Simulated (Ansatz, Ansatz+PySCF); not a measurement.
```xyz
8

B     0.0000    0.0000   -0.8423
N     0.0000    0.0000    0.6620
H     0.0000   -1.0859   -1.1425
H    -0.9404    0.5429   -1.1425
H     0.9404    0.5429   -1.1425
H     0.0000    0.8753    1.0016
H    -0.7580   -0.4376    1.0016
H     0.7580   -0.4376    1.0016
```

Basis set: def2-SVP (spherical functions). Frozen core: 2 orbitals. Charge 0, multiplicity 1.

Computed with Ansatz (development build ahead of 0.2.0); each method stands on the lowest determinant of its kind that the runs found. Restricted open shells among the atoms or ions are ROHF, correlated in semicanonical orbitals with singles.

The atomization energy at this shape (free ground-state atoms in the same class of orbitals less the molecule, no zero-point energy) of singlet BNH₆:

```csv
method,atomization energy
RHF-MP2,2311.1 kJ/mol
RHF,1829.9 kJ/mol
UHF,1812.6 kJ/mol
```

Question: What does RHF-CCSD(T) give?

Answer: 2318.9 kJ/mol. Caution: the shape is not the minimum.
